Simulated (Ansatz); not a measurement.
`CC(C)(C)[O][Cu]` and `COC(C)(C)C` differ in one atom or group.

Ansatz, PBE0-D4/def2-TZVP geometries, multiplicity 1. 

Scalar relativity is left out up to krypton.

| property | `CC(C)(C)[O][Cu]` |
| --- | --- |
| size of the dipole moment (B3LYP/def2-TZVPP) / D | 3.23 |
| size of the dipole moment (ωB97M-V/def2-TZVPP) / D | 3.94 |
| HOMO energy (PBE/def2-TZVPP) / eV | -4.89 |
| size of the dipole moment (PBE/def2-TZVPP) / D | 2.50 |
| LUMO energy (PBE0/def2-TZVPP) / eV | -2.50 |
| HOMO energy (ωB97M-V/def2-TZVPP) / eV | -8.62 |

(1) What does the change do to each property? (An estimate is asked.)

## Answers

(1) Computed: 
```json
{"property": "size of the dipole moment (B3LYP/def2-TZVPP) / D", "`COC(C)(C)C`": "1.20", "shift": "-2.03"}
{"property": "size of the dipole moment (ωB97M-V/def2-TZVPP) / D", "`COC(C)(C)C`": "1.21", "shift": "-2.73"}
{"property": "HOMO energy (PBE/def2-TZVPP) / eV", "`COC(C)(C)C`": "-5.66", "shift": "-0.77"}
{"property": "size of the dipole moment (PBE/def2-TZVPP) / D", "`COC(C)(C)C`": "1.11", "shift": "-1.39"}
{"property": "LUMO energy (PBE0/def2-TZVPP) / eV", "`COC(C)(C)C`": "1.12", "shift": "3.62"}
{"property": "HOMO energy (ωB97M-V/def2-TZVPP) / eV", "`COC(C)(C)C`": "-9.66", "shift": "-1.04"}
```

With PBE0 the HOMO falls by 0.98 eV and the LUMO rises by 3.62 eV, so the gap widens by about 4.60 eV. PBE moves the HOMO by -0.77 eV and ωB97M-V by -1.04 eV. Dipoles are sizes alone; their direction can turn.

B3LYP here is the variant with VWN-RPA as its local correlation; programs differ in this.
